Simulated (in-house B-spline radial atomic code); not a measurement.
Configurations of the dysprosium ion Dy²⁺, with energies counted from [Xe] 4f10. Method: scalar-relativistic (X2C) LC-wPBE, spin-polarised, spherical fractional occupations, exact exchange averaged over the configuration, Fermi nucleus of rms radius 5.2218 fm. Calculated with a B-spline radial code for spherical atoms. Shells without spins written out take the highest spin.

Occupations are held fixed; configurations that lie above the ionisation limit could autoionise.

```csv
configuration,E - E(ref) (eV),highest orbital,its <r> (bohr)
[Xe] 4f9 6d1,13.516,6d up,5.65
[Kr] 4d10 4f10 5s2 5p5 6s1,25.192,6s up,3.247
[Kr] 4d10 4f10 5s2 5p5 6f1,39.765,6f up,10.22
[Kr] 4d9 4f11 5s2 5p6,149.7,4f down,0.8692
[Kr] 4d9 4f10 5s2 5p6 5d1,153.55,5d up,2.261
[Kr] 4d9 4f10 5s2 5p6 5f1,165.89,5f up,5.813
```

(1) Order these further configurations by energy, lowest first.
A. [Kr] 4d9 4f10 5s2 5p6 6p1
B. [Kr] 4d9 4f10 5s2 5p6 6s1
C. [Xe] 4f9 6f1
D. [Xe] 4f9 6s1
E. [Kr] 4d10 4f10 5s2 5p5 6d1

(2) How far above the reference does [Xe] 4f9 5d1 lie?

## Answers

(1) D (3.413 eV), C (18.05 eV), E (35.26 eV), B (154.08 eV), A (158.81 eV).

(2) 2.8525 eV; its least bound orbital is 5d up with <r> = 2.264 bohr.
